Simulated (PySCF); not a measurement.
CH$_{5}$N, charge +1, doublet, geometry from GFN2-xTB (a state made from the parent by changing its charge; the spin is typed, not shown lowest), atoms displaced at random by about 0.08 Å a coordinate; TPSS/6-31G, gradient by finite differences (PySCF).

Input for PySCF:
```python
from pyscf import gto, scf, dft

mol = gto.Mole()
mol.atom = '''
    C    -0.70470769    0.15290527   -0.00584182
    N     0.59555876   -0.02394422    0.04520575
    H    -1.20991710   -0.67535978   -0.60719388
    H    -1.08372149    1.00374464   -0.51480188
    H    -1.11307193    0.28038796    1.09545833
    H     1.07443153   -0.86527483   -0.44675889
    H     1.26632194    0.69117037    0.47046206
'''
mol.basis = '6-31g'
mol.charge = 1
mol.spin = 1
mol.verbose = 4
mol.build()

mf = dft.UKS(mol)
mf.xc = 'tpss'
mf.conv_tol = 1e-11
mf.kernel()
scan, done = mf.as_scanner(), []
scan.scf_summary = {}
def energy(d):
    c = mol.atom_coords()
    c[1, 0] += d
    e = scan(mol.set_geom_(c, unit='Bohr', inplace=False))
    done.append(scan.converged)
    return e
h = 1e-3
fd = (energy(h) - energy(-h)) / (2 * h)
print('dE/dx =', fd)
```

Problem. Write the output that PySCF gives for this input, abridged.

Solution. 
```
PySCF version 2.14.0

[INPUT] verbose = 4
[INPUT] num. atoms = 7
[INPUT] num. electrons = 17
[INPUT] charge = 1
[INPUT] spin (= nelec alpha-beta = 2S) = 1
[INPUT] symmetry False subgroup None
[INPUT] Mole.unit = angstrom
[INPUT] Symbol           X                Y                Z      unit          X                Y                Z       unit  Magmom
[...]
nuclear repulsion = 43.1184470350503
number of shells = 20
number of NR pGTOs = 64
number of NR cGTOs = 28
basis = 6-31g
ecp = {}

******** <class 'pyscf.dft.uks.UKS'> ********
method = UKS
initial guess = minao
damping factor = 0
level_shift factor = 0
DIIS = <class 'pyscf.scf.diis.CDIIS'>
diis_start_cycle = 1
diis_space = 8
diis_damp = 0
SCF conv_tol = 1e-11
SCF conv_tol_grad = None
SCF max_cycles = 50
direct_scf = True
direct_scf_tol = 1e-13
number electrons alpha = 9  beta = 8
XC library pyscf.dft.libxc version 7.1.2
    S. Lehtola, C. Steigemann, M. J. T. Oliveira, and M. A. L. Marques,  SoftwareX 7, 1–5 (2018)
XC functionals = tpss
    J. Tao, J. P. Perdew, V. N. Staroverov, and G. E. Scuseria,  Phys. Rev. Lett. 91, 146401 (2003)
    J. P. Perdew, J. Tao, V. N. Staroverov, and G. E. Scuseria,  J. Chem. Phys. 120, 6898 (2004)
    J. Tao, J. P. Perdew, V. N. Staroverov, and G. E. Scuseria,  Phys. Rev. Lett. 91, 146401 (2003)
    J. P. Perdew, J. Tao, V. N. Staroverov, and G. E. Scuseria,  J. Chem. Phys. 120, 6898 (2004)
radial grids:
    Treutler-Ahlrichs [JCP 102, 346 (1995); DOI:10.1063/1.469408] (M4) radial grids

becke partition: Becke, JCP 88, 2547 (1988); DOI:10.1063/1.454033
pruning grids: <function nwchem_prune>
grids dens level: 3
symmetrized grids: False
atomic radii adjust function: <function treutler_atomic_radii_adjust>
small_rho_cutoff = 0
Set gradient conv threshold to 3.16228e-06
tot grids = 77064
init E= -95.8474286667329

cycle= 1 E= -95.4938834749177  delta_E= 0.354  |g|= 0.142  |ddm|= 1.51
cycle= 2 E= -95.4812883641848  delta_E= 0.0126  |g|= 0.221  |ddm|= 0.391
cycle= 3 E= -95.5060407512193  delta_E= -0.0248  |g|= 0.0349  |ddm|= 0.192
cycle= 4 E= -95.5065472630308  delta_E= -0.000507  |g|= 0.0136  |ddm|= 0.0321
cycle= 5 E= -95.5066506097274  delta_E= -0.000103  |g|= 0.00377  |ddm|= 0.0142
cycle= 6 E= -95.5066612482085  delta_E= -1.06e-05  |g|= 0.000816  |ddm|= 0.00591
cycle= 7 E= -95.5066621152996  delta_E= -8.67e-07  |g|= 0.000166  |ddm|= 0.00173
cycle= 8 E= -95.5066621465896  delta_E= -3.13e-08  |g|= 4.63e-05  |ddm|= 0.000358
cycle= 9 E= -95.5066621488457  delta_E= -2.26e-09  |g|= 1.19e-05  |ddm|= 9.41e-05
cycle= 10 E= -95.5066621489998  delta_E= -1.54e-10  |g|= 3.21e-06  |ddm|= 2.49e-05
cycle= 11 E= -95.5066621490106  delta_E= -1.07e-11  |g|= 6.8e-07  |ddm|= 5.87e-06
cycle= 12 E= -95.5066621490109  delta_E= -3.13e-13  |g|= 1.23e-07  |ddm|= 1.43e-06
Extra cycle  E= -95.5066621490111  delta_E= -1.99e-13  |g|= 9.75e-08  |ddm|= 2.37e-07
converged SCF energy = -95.5066621490111  <S^2> = 0.75427615  2S+1 = 2.0042716
Create scanner for <class 'pyscf.dft.uks.UKS'>

WARN: Mole.unit (angstrom) is changed to Bohr

New geometry
   1 C     -0.704707690000   0.152905270000  -0.005841820000 AA   -1.331704531975   0.288949083303  -0.011039439869 Bohr
   2 N      0.596087937211  -0.023944220000   0.045205750000 AA    1.126442947486  -0.045248018066   0.085426486756 Bohr
   3 H     -1.209917100000  -0.675359780000  -0.607193880000 AA   -2.286411952428  -1.276245019747  -1.147430137712 Bohr
   4 H     -1.083721490000   1.003744640000  -0.514801880000 AA   -2.047936811406   1.896802468600  -0.972834561611 Bohr
   5 H     -1.113071930000   0.280387960000   1.095458330000 AA   -2.103401104641   0.529856453026   2.070116224573 Bohr
   6 H      1.074431530000  -0.865274830000  -0.446758890000 AA    2.030381331297  -1.635132451180  -0.844251945815 Bohr
   7 H      1.266321940000   0.691170370000   0.470462060000 AA    2.393001652128   1.306122704714   0.889044445399 Bohr

******** <class 'pyscf.scf.hf.UKS_Scanner'> ********
method = UKS_Scanner
initial guess = minao
[...]
grids dens level: 3
symmetrized grids: False
atomic radii adjust function: <function treutler_atomic_radii_adjust>
small_rho_cutoff = 0
Set gradient conv threshold to 3.16228e-06
tot grids = 77064
init E= -95.5068762383283
cycle= 1 E= -95.5067948471149  delta_E= 8.14e-05  |g|= 0.000213  |ddm|= 0.00074
cycle= 2 E= -95.5067948269615  delta_E= 2.02e-08  |g|= 0.000304  |ddm|= 0.000506
cycle= 3 E= -95.5067948736092  delta_E= -4.66e-08  |g|= 4.94e-05  |ddm|= 0.000268
cycle= 4 E= -95.5067948746617  delta_E= -1.05e-09  |g|= 1.47e-05  |ddm|= 4.6e-05
cycle= 5 E= -95.5067948747778  delta_E= -1.16e-10  |g|= 3.37e-06  |ddm|= 1.35e-05
cycle= 6 E= -95.506794874789  delta_E= -1.12e-11  |g|= 8.24e-07  |ddm|= 6.98e-06
cycle= 7 E= -95.5067948747897  delta_E= -6.82e-13  |g|= 1.15e-07  |ddm|= 1.79e-06
Extra cycle  E= -95.5067948747896  delta_E= 1.14e-13  |g|= 9.36e-08  |ddm|= 2.8e-07
converged SCF energy = -95.5067948747896  <S^2> = 0.75427224  2S+1 = 2.0042677

WARN: Mole.unit (angstrom) is changed to Bohr

New geometry
   1 C     -0.704707690000   0.152905270000  -0.005841820000 AA   -1.331704531975   0.288949083303  -0.011039439869 Bohr
   2 N      0.595029582789  -0.023944220000   0.045205750000 AA    1.124442947486  -0.045248018066   0.085426486756 Bohr
   3 H     -1.209917100000  -0.675359780000  -0.607193880000 AA   -2.286411952428  -1.276245019747  -1.147430137712 Bohr
   4 H     -1.083721490000   1.003744640000  -0.514801880000 AA   -2.047936811406   1.896802468600  -0.972834561611 Bohr
   5 H     -1.113071930000   0.280387960000   1.095458330000 AA   -2.103401104641   0.529856453026   2.070116224573 Bohr
   6 H      1.074431530000  -0.865274830000  -0.446758890000 AA    2.030381331297  -1.635132451180  -0.844251945815 Bohr
   7 H      1.266321940000   0.691170370000   0.470462060000 AA    2.393001652128   1.306122704714   0.889044445399 Bohr

******** <class 'pyscf.scf.hf.UKS_Scanner'> ********
method = UKS_Scanner
initial guess = minao
damping factor = 0
level_shift factor = 0
DIIS = <class 'pyscf.scf.diis.CDIIS'>
diis_start_cycle = 1
diis_space = 8
diis_damp = 0
SCF conv_tol = 1e-11
SCF conv_tol_grad = None
SCF max_cycles = 50
direct_scf = True
direct_scf_tol = 1e-13
number electrons alpha = 9  beta = 8
XC library pyscf.dft.libxc version 7.1.2
    S. Lehtola, C. Steigemann, M. J. T. Oliveira, and M. A. L. Marques,  SoftwareX 7, 1–5 (2018)
XC functionals = tpss
    J. Tao, J. P. Perdew, V. N. Staroverov, and G. E. Scuseria,  Phys. Rev. Lett. 91, 146401 (2003)
    J. P. Perdew, J. Tao, V. N. Staroverov, and G. E. Scuseria,  J. Chem. Phys. 120, 6898 (2004)
    J. Tao, J. P. Perdew, V. N. Staroverov, and G. E. Scuseria,  Phys. Rev. Lett. 91, 146401 (2003)
    J. P. Perdew, J. Tao, V. N. Staroverov, and G. E. Scuseria,  J. Chem. Phys. 120, 6898 (2004)
radial grids:
    Treutler-Ahlrichs [JCP 102, 346 (1995); DOI:10.1063/1.469408] (M4) radial grids

becke partition: Becke, JCP 88, 2547 (1988); DOI:10.1063/1.454033
pruning grids: <function nwchem_prune>
grids dens level: 3
symmetrized grids: False
atomic radii adjust function: <function treutler_atomic_radii_adjust>
small_rho_cutoff = 0
Set gradient conv threshold to 3.16228e-06
tot grids = 77064
init E= -95.5063662505005
cycle= 1 E= -95.5065283966865  delta_E= -0.000162  |g|= 0.000427  |ddm|= 0.00148
cycle= 2 E= -95.5065283160624  delta_E= 8.06e-08  |g|= 0.000609  |ddm|= 0.00101
cycle= 3 E= -95.5065285028383  delta_E= -1.87e-07  |g|= 9.86e-05  |ddm|= 0.000537
cycle= 4 E= -95.506528507039  delta_E= -4.2e-09  |g|= 2.93e-05  |ddm|= 9.21e-05
cycle= 5 E= -95.5065285075042  delta_E= -4.65e-10  |g|= 6.74e-06  |ddm|= 2.7e-05
cycle= 6 E= -95.506528507548  delta_E= -4.38e-11  |g|= 1.65e-06  |ddm|= 1.4e-05
cycle= 7 E= -95.5065285075511  delta_E= -3.18e-12  |g|= 2.29e-07  |ddm|= 3.58e-06
Extra cycle  E= -95.5065285075515  delta_E= -3.98e-13  |g|= 1.87e-07  |ddm|= 5.59e-07
converged SCF energy = -95.5065285075515  <S^2> = 0.75428007  2S+1 = 2.0042755
dE/dx = -0.13318361902037168
```
